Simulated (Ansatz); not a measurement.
Basis-set extrapolation for B2ClFH3P, SMILES `BPB(F)Cl` (PBE0-D4/def2-TZVP geometry, frozen core, Ansatz 0.2.0). Multiplicity 1, RHF reference.

```
                      def2-TZVPP   def2-QZVPP
                 HF  -950.971268  -951.000221
    MP2 correlation    -0.784002    -0.852222
CCSD(T) correlation    -0.866430      not run
```

Energies in hartree. Use E(X) = E(∞) + A·exp(−7.88·√X) for Hartree–Fock and E(X) = E(∞) + B·X^(−2.97) for correlation, with X = 3 and 4, and add CCSD(T) minus MP2 of the smaller set to the MP2 limit.

Problem. What is the CCSD(T) energy at the basis-set limit?

Solution. HF limit: -951.000221 + (-0.028953) × 0.13774 = -951.00421. MP2 limit: -0.852222 + (-0.068220) × 0.74074 = -0.90276. Higher-order term: -0.866430 − (-0.784002) = -0.08243. Total: -951.98940 hartree, 95.2 kcal/mol below CCSD(T)/def2-TZVPP.
